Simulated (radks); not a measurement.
Effect of the nuclear size on neutral praseodymium, [Xe] 4f3 6s2. All-electron calculation, Dirac Kohn-Sham, relativistic LDA (MacDonald-Vosko exchange, VWN5 correlation), spin-unpolarised, spherical densities, finite nucleus; open shells are shared between the two j in proportion to 2j + 1; Fermi nuclear charge, rms radius 4.8919 fm. Program: a radial shooting solver on a logarithmic mesh with Libxc functionals. The rms radius is varied about that value; shifts are against it.

rms radius (fm),total energy shift (eV),density at nucleus (e/bohr^3),1s1/2 shift (meV),2s1/2 shift (meV),5s1/2 shift (meV),5p1/2 shift (meV),6s1/2 shift (meV),6p1/2 (empty) shift (meV),4f7/2 shift (meV)
4.344,-2.43,4.224e+05,-1000,-124,-0.890,0.137,-0.046,0.041,0.203
4.5299,-1.63,4.186e+05,-673,-83.1,-0.597,0.092,-0.031,0.027,0.137
4.8919,0,4.117e+05,0.000,0.000,0.000,0.000,0.000,0.000,0.000
5.1365,1.16,4.074e+05,478,59.0,0.424,-0.065,0.022,-0.019,-0.097
5.8311,4.69,3.965e+05,1930,239,1.71,-0.264,0.088,-0.078,-0.392

Slopes of the eigenvalues against <r^2> in GHz/fm^2, as finite differences over the two radii next to the reference (eigenvalue slopes, not the field-shift constants of lines): 1s1/2 47500, 2s1/2 5860, 5s1/2 42.1, 5p1/2 -6.48, 6s1/2 2.16, 6p1/2 (empty) -1.92, 4f7/2 -9.63.
